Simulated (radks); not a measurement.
Values are calculated unless marked as measured or tabulated.
All-electron atom: W59+ in [Ne] 3s2 3p3. Code: a radial shooting solver on a logarithmic mesh with Libxc functionals. Model: scalar-relativistic Kohn-Sham, PBE, spin-unpolarised, spherical densities, point nucleus.

Radial electron density D(r) = 4 pi r^2 rho(r):

| r (bohr) | D(r) (e/bohr) |
|---|---|
| 0.002183 | 24.09 |
| 0.002753 | 32.68 |
| 0.0035 | 43.75 |
| 0.004413 | 56.39 |
| 0.005566 | 70.15 |
| 0.007019 | 83.55 |
| 0.008923 | 94.63 |
| 0.01125 | 100.1 |
| 0.01419 | 99.03 |
| 0.0179 | 92.67 |
| 0.02275 | 86.09 |
| 0.02869 | 87.34 |
| 0.03618 | 99.78 |
| 0.04563 | 116.4 |
| 0.05801 | 120.1 |
| 0.07316 | 98.71 |
| 0.09226 | 63.66 |
| 0.1164 | 40.79 |
| 0.1467 | 37.93 |
| 0.1865 | 35.18 |
| 0.2352 | 20.66 |
| 0.2967 | 6.502 |
| 0.3741 | 0.9682 |
| 0.4756 | 0.05164 |
| 0.5998 | 0.0009653 |

D(r) has 3 maxima, at r = 0.0122, 0.0536, 0.158 bohr, and minima at 0.0250, 0.135 bohr, inside which lie 1.97, 10.66 electrons.
